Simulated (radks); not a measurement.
The tellurium ion Te4+, 48 electrons, occupied as [Ar] 3d10 4s2 4p5.75 4d10 5s2 6s0.25 (fractional occupations, a model configuration).

Calculated with a radial shooting solver on a logarithmic mesh with Libxc functionals: Dirac Kohn-Sham, LDA (Slater exchange, Perdew-Wang correlation), spin-unpolarised, spherical densities, finite nucleus; open shells fill j = l - 1/2 first; Fermi nuclear charge, rms radius 4.7423 fm.

Energy parts (hartree):
| part | energy |
|---|---|
| total | -6786.34986 |
| kinetic | 7174.96752 |
| electron-nucleus | -16408.02791 |
| Hartree | 2615.54365 |
| exchange-correlation | -168.83312 |

Orbitals (lengths in bohr, moments of r in powers of bohr; <r^-3> diverges for s and p1/2; r(max) is where P^2 peaks):
| orbital | occ. | eigenvalue (hartree) | r(max) | <1/r> | <r^-3> | <r^4> |
|---|---|---|---|---|---|---|
| 1s1/2 | 2 | -1161.937 | 0.01795 | 55.52 | - | 2.880e-06 |
| 2s1/2 | 2 | -179.6670 | 0.1016 | 12.93 | - | 0.0004930 |
| 2p1/2 | 2 | -168.5466 | 0.07795 | 12.92 | - | 0.0003153 |
| 2p3/2 | 4 | -158.4721 | 0.08266 | 11.95 | 4902 | 0.0003757 |
| 3s1/2 | 2 | -37.14954 | 0.2932 | 4.596 | - | 0.02154 |
| 3p1/2 | 2 | -32.56656 | 0.2794 | 4.510 | - | 0.02062 |
| 3p3/2 | 4 | -30.68901 | 0.2900 | 4.271 | 932.6 | 0.02362 |
| 3d3/2 | 4 | -22.56915 | 0.2358 | 4.126 | 148.5 | 0.01950 |
| 3d5/2 | 6 | -22.17603 | 0.2389 | 4.065 | 137.8 | 0.02035 |
| 4s1/2 | 2 | -7.74976 | 0.7002 | 1.844 | - | 0.6386 |
| 4p1/2 | 2 | -6.16770 | 0.7198 | 1.734 | - | 0.8052 |
| 4p3/2 | 3.75 | -5.80406 | 0.7444 | 1.656 | 180.7 | 0.9262 |
| 4d3/2 | 4 | -3.26474 | 0.8017 | 1.403 | 21.65 | 1.865 |
| 4d5/2 | 6 | -3.20866 | 0.8105 | 1.384 | 19.89 | 1.954 |
| 5s1/2 | 2 | -2.03754 | 1.683 | 0.7131 | - | 20.68 |
| 5p1/2 | 0 | -1.63094 | 1.861 | 0.6340 | - | 32.67 |
| 5p3/2 | 0 | -1.57669 | 1.921 | 0.6130 | 27.20 | 36.63 |
| 5d3/2 | 0 | -1.01144 | 2.481 | 0.4685 | 2.698 | 108.1 |
| 5d5/2 | 0 | -1.00444 | 2.503 | 0.4650 | 2.512 | 111.2 |
| 6s1/2 | 0.25 | -0.89996 | 3.623 | 0.3532 | - | 321.8 |

The highest occupied level is 6s1/2 at -24.489 eV. The configuration is held as typed, so some empty levels lie below it. The electron density at the nucleus is 2.271e+05 e/bohr^3.
